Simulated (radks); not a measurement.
The numbers below are computed, except where a source is named.
Species: Ge V. Configuration: [Ar] 3d10. Level of theory: non-relativistic Kohn-Sham, exchange-only r2SCAN, spin-polarised, spherical densities, point nucleus; meta-GGA in the generalised Kohn-Sham scheme (a radial shooting solver on a logarithmic mesh with Libxc functionals).

Unscreened Slater integrals over Kohn-Sham orbitals (eV). They are taken over the spin-up orbitals.

integral,value
"F0(3d,3d)",35.167
"F2(3d,3d)",16.539
"F4(3d,3d)",10.343
"F0(3d,3p)",36.306
"F2(3d,3p)",17.321
"G1(3d,3p)",21.191
"G3(3d,3p)",12.999
"F0(3d,3s)",36.704
"G2(3d,3s)",16.054
"F0(3d,2p)",48.393
"F2(3d,2p)",10.162
"G1(3d,2p)",7.8928
"G3(3d,2p)",4.4928
"F0(3p,3p)",37.820
"F2(3p,3p)",18.962
"F0(3p,3s)",38.229
"G1(3p,3s)",25.303
"F0(3p,2p)",51.277
"F2(3p,2p)",10.418
"G0(3p,2p)",3.9899
"G2(3p,2p)",4.2257
"F0(3s,3s)",38.686
"F0(3s,2p)",51.500
"G1(3s,2p)",4.2374
"F0(2p,2p)",134.07
"F2(2p,2p)",63.509
